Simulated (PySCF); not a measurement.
Compound: BF4H2P.
Atom-mapped SMILES: `[F:1][PH2+:2][B-:3]([F:4])([F:5])[F:6]`

Structure used (PBE0-D3(BJ)/def2-SVP), in Å, numbered top down from 1:
```
atom  x, y, z in Å
F1     1.818    1.370    0.002
P2     0.956    0.022    0.010
B3    -1.275    0.022   -0.042
F4    -1.612    0.709    1.061
F5    -1.577    0.570   -1.228
F6    -1.359   -1.331    0.040
H7     1.590   -0.723   -1.021
H8     1.513   -0.658    1.126
```

Level of theory: delta-SCF UKS SCAN, pcX-2 on the ionised atom, pcseg-1 elsewhere, spin-free X2C (PySCF 2.14.0). Each binding energy is the total energy of the core-ionised species, with the hole localised on one atom, minus that of the ground state; both are solved self-consistently, so orbital relaxation is included.

Some binding energies are withheld.

```csv
atom(s),bonded to,level,binding energy (eV)
B3,3 F and P,B 1s,?
F1,P,F 1s,694.02
F4/F5/F6,B,F 1s,?
P2,"F, 2 H and B",P 1s,2153.84
```

(1) What is the F 1s binding energy of F4/F5/F6?

(2) What is the B 1s binding energy of B3?

Results:

(1) 692.87 eV (boron-bound fluorine). The other listed F 1s value is that of F1; the shift against it is -1.15 eV.

(2) 200.20 eV (four-coordinate boron).

The listed F 1s values span 1.15 eV, from F4/F5/F6 (bonded to B) to F1 (bonded to P). Summing the Pauling electronegativity differences to the bonded atoms, each weighted by its formal bond order, gives -1.94 for the lowest site and -1.79 for the highest.

**Question.** Which effective nuclear charge Zeff reproduces each element's mean 1s value in the hydrogen-like formula E = 13.606 eV × Zeff²?

**Answer.** B (Z = 5): mean 200.2 eV, Zeff = 3.84, Z − Zeff = 1.16; F (Z = 9): mean 693.2 eV, Zeff = 7.14, Z − Zeff = 1.86; P (Z = 15): mean 2153.8 eV, Zeff = 12.58, Z − Zeff = 2.42. Means run over the listed sites, weighted by atom count.

Topologically equivalent atoms share the value of their first member; where this conformer doesn't relate them by symmetry, their own values could differ. Not every level is listed. Isolated species at its PBE0-D3(BJ)/def2-SVP geometry, gas phase.
